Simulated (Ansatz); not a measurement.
Reaction (substitution at a C–Si bond): `C=C[SiH2][S][AlH2]` + `O[SiH2][SeH]` → `C=C[Se][SiH2]O` + `[AlH2][S][SiH3]`

Calculated with Ansatz (gas phase, PBE0-D4/def2-TZVP geometries, no zero-point term in ΔE). CBS: MP2 limit from def2 TZ/QZ plus the TZ coupled-cluster correction, frozen cores. DFT in def2-TZVPP. B3LYP here is the variant with VWN-RPA as its local correlation; programs differ in this. For Se outer-core shells are correlated without core-valence functions, which leaves a few kJ/mol of doubt a bond. Scalar relativity is left out up to krypton. Each species was taken in one conformer, which may not be the lowest.

```
             level  ΔE (kJ/mol)  difference from CCSD(T)/CBS
            PBE-D4         37.9                         -5.7
         r2SCAN-D4         41.2                         -2.4
           PBE0-D4         42.2                         -1.4
          B3LYP-D4         40.9                         -2.7
           ωB97M-V         45.4                          1.8
            B2PLYP         40.1                         -3.5
             B3LYP         40.5                         -3.1
     HF/def2-TZVPP         47.3                          3.7
    MP2/def2-TZVPP         38.2                         -5.4
SCS-MP2/def2-TZVPP         37.9                         -5.7
   CCSD/def2-TZVPP         42.0                         -1.6
CCSD(T)/def2-TZVPP         40.2                         -3.4
    MP2/def2-QZVPP         40.3                         -3.3
SCS-MP2/def2-QZVPP         39.9                         -3.7
      HF/CBS(def2)         47.7                          4.1
     MP2/CBS(def2)         41.6                         -2.0
       CCSD(T)/CBS         43.6                            0
```

Largest T1 diagnostic among the species: 0.012.

In def2-TZVPP, CCSD(T) changes the Hartree–Fock value by −7.1 kJ/mol (the triples alone add −1.8 kJ/mol) and MP2 by −9.0 kJ/mol. From PBE to PBE0 (25 % exact exchange), in def2-TZVPP and without D4, ΔE moves by +4.2 kJ/mol.
